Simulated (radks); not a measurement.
Q: The boron ion B+, [He] 2s2. All-electron calculation, non-relativistic Kohn-Sham, exchange-only LDA, spin-polarised, spherical densities, point nucleus. Program: a radial shooting solver on a logarithmic mesh with Libxc functionals. Every spin shell is full or empty, so the densities are truly spherical. Functionals are evaluated on that one density, not self-consistently. Rank these exchange functionals by their error against the exact value of the orbitals, and give that value: LDA, B88, PBE, OPTX, AM05, SOGGA, B86b, SCAN, MS2, MVS.

A: Exact: -3.44916 hartree. From best to worst, with 100 (|E| - |E exact|)/|E exact| (equal figures are ties): OPTX 0.00, B86b -0.08, B88 -0.15, SCAN -0.26, MVS -0.46, MS2 +0.59, PBE -0.95, SOGGA -5.45, AM05 -10.20, LDA -12.95.
